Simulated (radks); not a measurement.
The antimony ion Sb3+, configuration [Kr] 4d9.75 5s2 6s0.25 (fractional occupations, a model configuration). Calculated with a radial shooting solver on a logarithmic mesh with Libxc functionals: Dirac Kohn-Sham, XLYP, spin-unpolarised, spherical densities, finite nucleus; open shells fill j = l - 1/2 first; Fermi nuclear charge, rms radius 4.6802 fm.

Spin-orbit splittings of the eigenvalues, e(l+1/2) - e(l-1/2), with zeta = 2 splitting/(2l+1) and mean radii in bohr:

| shell | occ. | splitting (eV) | zeta (eV) | <r> j=l-1/2 | <r> j=l+1/2 |
|---|---|---|---|---|---|
| 2p | 6 | 252.0 | 168.0 | 0.1032 | 0.1087 |
| 3p | 6 | 46.49 | 30.99 | 0.3208 | 0.3322 |
| 3d | 10 | 9.664 | 3.866 | 0.3033 | 0.3069 |
| 4p | 6 | 8.669 | 5.780 | 0.8300 | 0.8588 |
| 4d | 9.75 | 1.278 | 0.5112 | 1.007 | 1.019 |
| 5p | 0 | 1.064 | 0.7092 | 2.285 | 2.356 |
| 5d | 0 | 0.1172 | 0.04689 | 3.251 | 3.275 |
